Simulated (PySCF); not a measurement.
# AsH₂⁺ + 2 F₂ → AsF₂⁺ + 2 HF

Level: PBE0 in the def2-TZVP basis family, all electrons, no relativity, computed in PySCF with density fitting; open shells unrestricted.

| species | state and structure | E (Eh) | ZPE (kJ/mol) | H(298 K) − H(0) (kJ/mol) | S° (J/(mol K)) |
| --- | --- | --- | --- | --- | --- |
| AsH₂⁺ | singlet, C2v, As–H 1.530 Å (×2); H–As–H 91.0° | -2236.41149 | 32.7 | 10.0 | 219.6 |
| F₂ | singlet, D∞h, F–F 1.376 Å | -199.40856 | 6.6 | 8.7 | 201.9 |
| AsF₂⁺ | singlet, C2v, As–F 1.656 Å (×2); F–As–F 98.4° | -2434.87813 | 11.8 | 11.4 | 267.6 |
| HF | singlet, C∞v, H–F 0.920 Å | -100.39188 | 24.9 | 8.7 | 173.6 |

Q: What is the electronic reaction energy?

A: At PBE0/def2-TZVP, ΔE = -1137.6 kJ/mol from the differences of the total energies times 2625.5, downhill. 

Q: Add zero-point, thermal and entropy terms for 298.15 K and 1 bar.

A: ΔZPE = 15.7 and Δ[H(298) − H(0)] = 1.4 kJ/mol give ΔH° = -1120.5 kJ/mol. ΔS° = -8.6 J/(mol K), so ΔG° = -1120.5 − 298.15 × (-0.0086) = -1118 kJ/mol.

Only the bonding shown was studied: isomers, or loss of a ligand pair, can lie lower.
